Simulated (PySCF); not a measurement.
Ligand exchange on a metal centre used in film growth or etching (Ti NH2-H). Isolated molecules, 0 K electronic values unless said otherwise. One relaxed conformer stands for each flexible species; it need not be the lowest.

All values below come from PySCF with B3LYP-D3(BJ)/def2-TZVP // BP86-D3(BJ)/def2-SVP. B3LYP has the VWN-RPA correlation part, as in Gaussian. 

| species | charge on the central atom (Mulliken) (e) | charge on the central atom (meta-Löwdin) (e) | mean distance from the central atom to its bonded neighbours (Å) |
|---|---|---|---|
| 0 of 4 NH2 replaced by H ([Ti(NH2)4]) | 1.61 | 1.25 | 1.899 |
| 1 of 4 NH2 replaced by H ([Ti(NH2)3(H)]) | 1.34 | … | 1.843 |
| 3 of 4 NH2 replaced by H ([Ti(NH2)(H)3]) | 0.83 | … | … |
| 4 of 4 NH2 replaced by H | 0.61 | 1.02 | 1.702 |

Some entries are withheld; supply them.


- 1 of 4 NH2 replaced by H ([Ti(NH2)3(H)]), charge on the central atom (meta-Löwdin) (e): 1.12
- 3 of 4 NH2 replaced by H ([Ti(NH2)(H)3]), charge on the central atom (meta-Löwdin) (e): 1.03
- 3 of 4 NH2 replaced by H ([Ti(NH2)(H)3]), mean distance from the central atom to its bonded neighbours (Å): 1.749
